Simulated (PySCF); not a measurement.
# Correlation energy of He (helium, neutral)

1s2, closed-shell 1S. Computed with PySCF 2.14 in def2-TZVP (3s1p, 6 functions), with the non-relativistic Hamiltonian (point nucleus). Frozen: nothing; 2 electrons correlated.

Total MP2 correlation energy: -26.71 mhartree.

Same-spin part 0.00 and opposite-spin part -26.71 mhartree; SCS-MP2 scales them by 1/3 and 6/5 to -32.05 mhartree.

With two correlated electrons CCSD is exact within the correlated space (frozen core and kept virtual orbitals).

```tsv
level	correlation energy (mhartree)
CCSD	-33.06
```

Diagnostics: T1 = 0.0022, D1 = 0.0031, largest double amplitude 0.056.

Cost of the coupled-cluster step: 0.04 s of wall time on 1 thread of AMD EPYC 7B13 (shared host), for 2 correlated electrons.
